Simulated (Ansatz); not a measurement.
Reaction (ligand exchange at a Ge–S bond): `[F][Ge]([F])([F])[SH]` + HBr → `[F][Ge]([F])([F])[Br]` + H₂S

Gas-phase electronic energies from Ansatz, PBE0-D4/def2-TZVP geometries. CCSD(T)/CBS adds triple-zeta CCSD(T) − MP2 to the extrapolated MP2 energy (def2 sets, frozen cores). This one scheme is used for every species. DFT in def2-TZVPP. HSE06 is defined as in plane-wave codes. For Br, Ge outer-core shells are correlated without core-valence functions, which leaves a few kJ/mol of doubt a bond. Scalar relativity is left out up to krypton. Each species was taken in one conformer, which may not be the lowest.

| level | ΔE (kJ/mol) | difference from CCSD(T)/CBS |
| --- | --- | --- |
| LDA (SPW92) | -14.4 | 5.3 |
| B97M-V | -20.1 | -0.4 |
| r2SCANh-D4 | -20.7 | -1.0 |
| BHLYP-D4 | -23.2 | -3.5 |
| ωB97X-V | -21.1 | -1.4 |
| PBE | -17.8 | 1.9 |
| r2SCAN | -20.5 | -0.8 |
| r2SCAN0 | -21.4 | -1.7 |
| HSE06 | -19.8 | -0.1 |
| LC-ωPBE | -19.1 | 0.6 |
| RPA@PBE/def2-TZVPP | -20.3 | -0.6 |
| MP2/def2-TZVPP | -21.4 | -1.7 |
| MP2/def2-QZVPP | -21.0 | -1.3 |
| SCS-MP2/def2-QZVPP | -21.9 | -2.2 |
| MP2/CBS(def2) | -20.4 | -0.7 |
| CCSD/CBS(def2) | -20.9 | -1.2 |
| CCSD(T)/CBS | -19.7 | 0 |

Largest T1 diagnostic among the species: 0.012.

Leaving LDA and LC-ωPBE aside and taking each functional with its dispersion term where it has one, the values, not all of them listed here, spread over 6.1 kJ/mol, from BHLYP-D4 to revPBE-D4. LDA lies +3.4 kJ/mol from PBE without D4. From BLYP to BHLYP (50 % exact exchange), in def2-TZVPP and without D4, ΔE moves by −3.7 kJ/mol.
